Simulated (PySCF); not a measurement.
Changes within a family of molecules, several properties at once.

PySCF, PBE0/def2-SVPD, density fitting, gas phase; each molecule at its own PBE0-D3(BJ)/def2-SVP geometry, one conformer. Singlet excitations by full TDDFT with frozen cores and triplets by Tamm–Dancoff TDDFT. 

Reference: `[CH3][Ga]([CH3])[CH3]`, with HOMO energy -7.48 eV, LUMO energy -0.52 eV, lowest singlet excitation 5.44 eV, lowest triplet excitation 5.12 eV, mean polarisability 67.3 au and dipole moment 0.01 D.

Changes against it:

```tsv
molecule	change	Δ HOMO energy (eV)	Δ LUMO energy (eV)	Δ lowest singlet excitation (eV)	Δ lowest triplet excitation (eV)	Δ mean polarisability (au)	Δ dipole moment (D)
C[S][Ga]([S]C)[S]C	ligand (all three): Me to SMe	+0.51	-0.22	-0.46	-0.42	+65.3	+0.04
[I][Ga]([I])[I]	ligand (all three): Me to I	-0.28	-2.12	-1.46	-1.46	+72.2	0.00
[NH2][Ga]([NH2])[NH2]	ligand (all three): Me to NH2	+0.69	+0.17	-0.20	-0.19	-14.1	+1.39
[SiH3][Ga]([SiH3])[SiH3]	ligand (all three): Me to SiH3	+0.20	-2.07	-2.03	-2.25	+65.9	+0.03
```

Rows whose labels were lost:

```csv
row,Δ HOMO energy (eV),Δ LUMO energy (eV),Δ lowest singlet excitation (eV),Δ lowest triplet excitation (eV),Δ mean polarisability (au),Δ dipole moment (D)
P,-3.40,-3.72,-0.23,-0.35,-1.3,+0.03
Q,-1.25,-1.90,-0.41,-0.43,+25.5,+0.03
R,-0.34,-2.27,-1.52,-1.38,+99.9,+0.01
```

Task: Which row belongs to which of `N#[C][Ga]([C]#N)[C]#N` (ligand (all three): Me to CN), `[Br][Ga]([Br])[Br]` (ligand (all three): Me to Br) and `S=C=[N][Ga]([N]=C=S)[N]=C=S` (ligand (all three): Me to NCS)?

Result: P = `N#[C][Ga]([C]#N)[C]#N`, Q = `[Br][Ga]([Br])[Br]` and R = `S=C=[N][Ga]([N]=C=S)[N]=C=S`. P and Q are told apart most clearly by the mean polarisability (-1.3 against +25.5 au); P and R are told apart most clearly by the mean polarisability (-1.3 against +99.9 au); Q and R are told apart most clearly by the mean polarisability (+25.5 against +99.9 au); R comes close to the labelled row of `[I][Ga]([I])[I]` in every column.

Task: Which row has the smallest HOMO–LUMO gap and which the largest, and does the HOMO or the LUMO shift more there?

Result: Smallest, counted from the reference: `[SiH3][Ga]([SiH3])[SiH3]`, -2.27 eV (HOMO +0.20, LUMO -2.07), the larger shift being that of the LUMO. Largest: P, -0.32 eV (HOMO -3.40, LUMO -3.72), the larger shift being that of the LUMO. The gap of the reference itself lies above all of them.
